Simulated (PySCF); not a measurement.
Ligands exchanged one at a time, Ge Cl-SH. All species are isolated molecules in the gas phase. One relaxed conformer stands for each flexible species; it need not be the lowest. Strings in code marks are SMILES.

Level of theory: ωB97X-D3(BJ)/def2-TZVP // PBE0-D3(BJ)/def2-TZVP (PySCF). Excitations are Tamm–Dancoff values on a coarser integration grid. The basis has no diffuse functions, so Rydberg states are missing or too high.

```csv
species,HOMO (eV),T1 excitation (TDA) (eV)
0 of 4 Cl replaced by SH (`[Cl][Ge]([Cl])([Cl])[Cl]`),-12.18,–
1 of 4 Cl replaced by SH (`[Cl][Ge]([SH])([Cl])[Cl]`),-10.82,[?]
2 of 4 Cl replaced by SH,-10.59,[?]
3 of 4 Cl replaced by SH (`[SH][Ge]([SH])([SH])[Cl]`),-10.20,4.97
4 of 4 Cl replaced by SH (`[SH][Ge]([SH])([SH])[SH]`),-9.85,4.87
```

What belongs in the gaps?


- 1 of 4 Cl replaced by SH (`[Cl][Ge]([SH])([Cl])[Cl]`), T1 excitation (TDA) (eV): 5.04
- 2 of 4 Cl replaced by SH, T1 excitation (TDA) (eV): 5.09
